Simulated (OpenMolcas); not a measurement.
Co2+, Rh2+, Ir2+: d⁷ down the group

```json
{
  "Program": "OpenMolcas 26.06",
  "Method": "SS-CASPT2, IPEA 0.25 Eh, imaginary shift 0.1 Eh",
  "Basis": "ANO-RCC-VTZP",
  "Scalar Hamiltonian": "DKH2, point nucleus",
  "Spin-orbit coupling": "RASSI with atomic mean-field integrals over the reference wave functions, term energies averaged over their components"
}
```

Active space for each ion: 7 electrons in 5 orbitals (d); closed shells correlated by CASPT2: Co2+ 3s 3p; Rh2+ 4s 4p; Ir2+ 5s 5p.

Computed levels in cm-1 above ⁴F_9/2:

```
                               Level   Co2+   Rh2+   Ir2+
                              ⁴F_7/2    857   2090   7650
                              ⁴F_5/2   1483   3420   9210
                              ⁴P_5/2  15530  11800  14450
                              ⁴P_1/2  16220  13280  17820
                              ²G_9/2  16370  13610  16260
                              ²G_7/2  17190  15680  22010
                             ²H_11/2  22100  18070  21790
                              ²P_1/2  22390  19800  29060
                           ²D_5/2(1)  22780  19130  24960
weight of ⁴F in the lowest level (%)    100     98     86
```

Mixed levels, with the weight of the term that names them: Ir2+ ⁴F_5/2 (64 %), Ir2+ ⁴P_1/2 (74 %), Ir2+ ²G_9/2 (61 %), Ir2+ ²P_1/2 (74 %), Ir2+ ²D_5/2(1) (73 %).

Measured, with the error of the calculation in %. Measured levels: Co2+ from Sugar and Corliss, J. Phys. Chem. Ref. Data 10, 1097 (1981); Rh2+ from the list in Shadmi, J. Res. Natl. Bur. Stand. 70A, 435 (1966).

```tsv
Level	Co2+	Rh2+
⁴F_7/2	841 (+1.9)	2148 (-2.7)
⁴F_5/2	1451 (+2.2)	3486 (-1.8)
⁴P_5/2	15202 (+2.1)	11062 (+6.7)
⁴P_1/2	15811 (+2.6)	
²G_9/2	16978 (-3.5)	
²G_7/2	17766 (-3.3)	
²H_11/2	22720 (-2.7)	
²D_5/2(1)	23059 (-1.2)
```

The fine-structure level ⁴F_5/2 changes by a factor of 6.21 from Co2+ to Ir2+.

Without spin-orbit coupling ⁴P lies 14970, 10460, 9060 cm-1 above ⁴F in that order; the difference to the level ⁴P_5/2, of either sign, comes from spin-orbit coupling, which also lowers the zero.

Term energies are means over components that CASPT2 splits; among the terms shown or strongly mixed into the levels shown the widest spread is 1100 cm-1 (3d⁷ ²H, Co2+). The CASPT2 spread within a term exceeds the gap to the next term for 3d⁷ ²P and 3d⁷ ²H, 3d⁷ ²H and 3d⁷ ²D(1), so the order of their levels is uncertain (figures for Co2+; the like holds for Rh2+, Ir2+). Levels of configurations with an s electron are missing; early in the row they begin among the upper levels of the d shell and mix with terms of their name (holds for Rh2+). Configurations with an s electron lie low in 5d ions of this charge, fall among these levels and mix in, so low-spin terms can stand far too high, up to twice their true height, and weights are not those of the real levels (holds for Ir2+). Computed and measured levels are paired by configuration, term and J; levels that our copy of the source lacks, or whose pairing is in doubt (as where it misses far off the trend of its configuration), stay unpaired and out of the deviations. Levels of configurations outside the active space are missing.

A number in round brackets counts repeated terms of one configuration in the order of the reference energies.
